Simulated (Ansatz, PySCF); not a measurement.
Noncovalent pair: HF (SMILES F) (first 2 atoms) with C2H4 (SMILES C=C); geometry from B3LYP-D3(BJ)/def2-TZVP, rigid monomers moved along the line of their centres of mass till H2···C4 is 2.55 Å.
(charge 0, multiplicity 1):
```json
[
 {"atom": "F", "x (Å)": "-0.0440", "y (Å)": "0.3998", "z (Å)": "-0.2698"},
 {"atom": "H", "x (Å)": "-0.0182", "y (Å)": "0.2834", "z (Å)": "0.6584"},
 {"atom": "C", "x (Å)": "0.4160", "y (Å)": "-0.5716", "z (Å)": "3.0195"},
 {"atom": "C", "x (Å)": "-0.3172", "y (Å)": "0.5252", "z (Å)": "3.1773"},
 {"atom": "H", "x (Å)": "-0.0385", "y (Å)": "-1.5492", "z (Å)": "2.9139"},
 {"atom": "H", "x (Å)": "1.4984", "y (Å)": "-0.5341", "z (Å)": "2.9992"},
 {"atom": "H", "x (Å)": "0.1376", "y (Å)": "1.5017", "z (Å)": "3.2922"},
 {"atom": "H", "x (Å)": "-1.3994", "y (Å)": "0.4866", "z (Å)": "3.2068"}
]
```

Quantity: the interaction energy.

Counterpoise-corrected where a basis set is named; no monomer relaxation.

Cores are frozen in the correlated methods. CBS: X⁻³ extrapolation of the correlation energy, Hartree–Fock from the larger set.

The values were computed with Ansatz (an electronic-structure program); PySCF for the dispersion terms. Each number belongs to the level named beside it.

Costs are ratios of core time to PBE/def2-TZVPPD (roughly 2.9 s), for whole runs (searches for the state included, and forces where a run took them) on one shared machine, so rough; each difference counts from -4.03 kcal/mol (MP2/CBS(aug-cc-pVDZ, aug-cc-pVTZ) + ΔCCSD(T)/aug-cc-pVDZ, a level with limits of its own).

| level | basis functions | cost | difference (kcal/mol) |
|---|---|---|---|
| PBE/def2-TZVPPD | 199 | ×1 | -0.25 |
| PBE-D3(BJ)/def2-TZVPPD | 199 | ×1 | -0.83 |
| PBE0/def2-TZVPPD | 199 | ×2 | -0.23 |
| PBE0-D3(BJ)/def2-TZVPPD | 199 | ×2 | -0.74 |
| B3LYP/def2-TZVPPD | 199 | ×2 | 0.31 |
| B3LYP-D3(BJ)/def2-TZVPPD | 199 | ×2 | -0.58 |
| r2SCAN/def2-TZVPPD | 199 | ×2 | -0.45 |
| r2SCAN-D3(BJ)/def2-TZVPPD | 199 | ×2 | -0.65 |
| wB97X-V/def2-TZVPPD | 199 | ×4 | -0.36 |
| wB97M-V/def2-TZVPPD | 199 | ×4 | -0.33 |
| MP2/aug-cc-pVTZ | 253 | ×4 | -0.06 |
| CCSD(T)/aug-cc-pVDZ | 114 | ×7 | 0.46 |
